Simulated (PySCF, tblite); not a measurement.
Isomers of [C5H12O2P]- (charge -1), one GFN2-xTB conformer each. Single-point energies are computed at PBE0/pcSseg-1 (PySCF, gas phase, no added dispersion term), electronic only.

| SMILES | GFN2-xTB relative energy (kcal/mol) |
| --- | --- |
| CC(C)C[P@](C)(=O)[O-] | 3.1 |
| CC(C)(C)[P@@](C)(=O)[O-] | 0.0 |

Conformers: `[CH3:1][CH:2]([CH3:3])[CH2:4][P@:5]([CH3:6])(=[O:7])[O-:8]` (charge -1) with C1–C2–C4–P5 -68°, C2–C4–P5–C6 -161°.

Q: What does PBE0/pcSseg-1 give for the same structures?

A: 
```tsv
SMILES	PBE0/pcSseg-1 E (Eh)	PBE0/pcSseg-1 (kcal/mol)	GFN2-xTB (kcal/mol)	point group
CC(C)(C)[P@@](C)(=O)[O-]	-689.08769	0.0	0.0	Cs
CC(C)C[P@](C)(=O)[O-]	-689.08629	0.9	3.1	C1
```

Both levels put the same isomer lowest. Neighbours under 5.0 kcal/mol apart (CC(C)(C)[P@@](C)(=O)[O-] and CC(C)C[P@](C)(=O)[O-]) can change places with a better method, another conformer or zero-point energy.

Q: What happens when harmonic zero-point energies from GFN2-xTB frequencies are added?

A: 
| SMILES | ZPE (kcal/mol) | electronic (kcal/mol) | with ZPE (kcal/mol) |
| --- | --- | --- | --- |
| CC(C)(C)[P@@](C)(=O)[O-] | 103.1 | 0.0 | 0.0 |
| CC(C)C[P@](C)(=O)[O-] | 103.5 | 0.9 | 1.3 |

The zero-point energies span 0.4 kcal/mol. The order is unchanged.
